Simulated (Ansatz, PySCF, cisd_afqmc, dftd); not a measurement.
Species: BH, charge 0, singlet. BH (SMILES [BH]).
B3LYP-D3(BJ)/def2-TZVP minimum from Ansatz (a first-principles code):
```xyz
2

B      0.0000     0.0000    -0.2055
H      0.0000     0.0000     1.0276
```
Charge 0, spin multiplicity 1.

Quantity: enthalpy of formation at 298 K (by atomisation, with ideal-gas terms from PySCF's Hessian at B3LYP-D3(BJ)/def2-TZVP and the atoms' measured values of the G2/97 table; no spin-orbit terms), in kJ/mol. Radicals and triplets start from unrestricted determinants; spin-orbit coupling is neglected. Correlated methods leave the cores frozen. Rows without X2C or -DK are non-relativistic. AFQMC/CISD: phaseless, guided by CISD from CCSD amplitudes; bars are statistical, one sigma. Outlying blocks are dropped, and bars are widened where a walk drifts. Over all cases where full CI ran beside it in this data, AFQMC minus full CI had a median of +0.1 mEh and passed +0.4 mEh in a tenth of the cases. CBS(X,Y): correlation extrapolated as X^-3, Hartree-Fock from the larger set (Q,5: extrapolated as (X+1)exp(-9√X)). A bracket is a step between two methods taken in the basis named. The functionals are non-relativistic, so their misses hold any scalar relativity. Double hybrids freeze cores in their MP2 part. '+ core + X2C': CCSD(T) terms for core correlation (cc-pwCVTZ) and scalar relativity (cc-pVTZ-DK). Full CI freezes restricted core orbitals, also for open shells; the composite that ends in it estimates full CI at the basis-set limit. Where a partner has so few electrons that a lower coupled-cluster level is exact, that level stands in. The restricted determinant of HB ([BH], singlet) is unstable towards broken spin symmetry in at least one set run.

```json
[
 {"level": "HF/cc-pVTZ", "program": "Ansatz", "enthalpy of formation at 298 K (kJ/mol)": "545.7", "error against the last row": "98.0"},
 {"level": "PBE0-D3(BJ)/def2-TZVPD", "program": "Ansatz + dftd3", "enthalpy of formation at 298 K (kJ/mol)": "465.9", "error against the last row": "18.2"},
 {"level": "CAM-B3LYP-D4/def2-TZVPD", "program": "Ansatz + dftd4", "enthalpy of formation at 298 K (kJ/mol)": "455.0", "error against the last row": "7.3"},
 {"level": "B2PLYP-D3(BJ)/def2-TZVPD", "program": "Ansatz + dftd3", "enthalpy of formation at 298 K (kJ/mol)": "458.0", "error against the last row": "10.3"},
 {"level": "B2PLYP-D4/def2-TZVPD", "program": "Ansatz + dftd4", "enthalpy of formation at 298 K (kJ/mol)": "458.2", "error against the last row": "10.5"},
 {"level": "B2PLYP/def2-TZVPD", "program": "Ansatz", "enthalpy of formation at 298 K (kJ/mol)": "458.6", "error against the last row": "10.9"},
 {"level": "B2GP-PLYP-D3(BJ)/def2-TZVPD", "program": "Ansatz + dftd3", "enthalpy of formation at 298 K (kJ/mol)": "460.1", "error against the last row": "12.4"},
 {"level": "CCSDT(Q)/cc-pV5Z", "program": "Ansatz", "enthalpy of formation at 298 K (kJ/mol)": "449.4", "error against the last row": "1.7"},
 {"level": "FCI/cc-pVQZ", "program": "Ansatz", "enthalpy of formation at 298 K (kJ/mol)": "450.3", "error against the last row": "2.6"},
 {"level": "CCSD(T)/CBS(cc-pVQZ,cc-pV5Z) + [AFQMC/CISD - CCSD(T)]/cc-pVTZ + core + X2C", "program": "Ansatz + cisd_afqmc", "enthalpy of formation at 298 K (kJ/mol)": "447.5 ± 0.4", "error against the last row": "-0.2"},
 {"level": "CCSD(T)/CBS(cc-pVQZ,cc-pV5Z) + [CCSDT(Q) - CCSD(T)]/cc-pV5Z + [CCSDTQ - CCSDT(Q)]/cc-pVDZ + core + X2C", "program": "Ansatz", "enthalpy of formation at 298 K (kJ/mol)": "447.8", "error against the last row": "0.1"},
 {"level": "CCSD(T)/CBS(cc-pVQZ,cc-pV5Z) + [FCI - CCSD(T)]/cc-pV5Z + core + X2C", "program": "Ansatz", "enthalpy of formation at 298 K (kJ/mol)": "447.7", "error against the last row": "0.0"}
]
```
